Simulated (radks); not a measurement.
Q: All-electron atom: Hf2+ in [Xe] 4f14 5d2. All-electron calculation, scalar-relativistic Kohn-Sham, LDA (Slater exchange, Perdew-Wang correlation), spin-polarised, spherical densities, point nucleus; open shells are filled with parallel spins first (spin-orbit coupling, left out, can overturn this in heavy ions). Program: a radial shooting solver on a logarithmic mesh with Libxc functionals. Some entries of the table are withheld. Estimate them.

orbital,occ.,eigenvalue (eV),<r> (bohr),<r^2> (bohr^2)
1s down,1,-65247.47,0.01900,0.0004955
1s up,1,-65247.47,0.01900,0.0004955
2s up,1,-11172.29,0.08042,0.007648
2s down,1,-11172.22,0.08042,0.007648
2p up,3,-9815.488,0.07175,0.006288
2p down,3,-9815.435,0.07174,0.006288
3s up,1,-2556.778,0.2088,0.04985
3s down,1,-2556.763,0.2088,0.04985
3p up,3,-2151.512,0.2087,0.05047
3p down,3,-2151.495,0.2087,0.05047
3d up,5,-1671.041,0.1890,0.04190
3d down,5,-1671.004,0.1890,0.04190
4s up,1,-526.5611,0.4685,0.2479
4s down,1,-526.5168,0.4685,0.2479
4p up,3,-393.5453,0.4979,0.2822
4p down,3,-393.5001,0.4979,0.2822
4d up,5,-221.6621,0.5355,0.3328
4d down,5,-221.6006,0.5353,0.3326
5s up,1,-82.6579,1.136,1.453
5s down,1,-81.9701,1.132,1.441
5p up,3,(1),1.342,2.046
5p down,3,(2),1.334,2.022
4f up,7,-32.2840,0.6784,0.5972
4f down,7,-32.0930,0.6740,0.5868
5d up,2,-17.5564,2.101,5.178
5d down,0,-16.2315,2.112,5.269

A: 
(1) 5p up eigenvalue (eV): -51.2825
(2) 5p down eigenvalue (eV): -50.3380
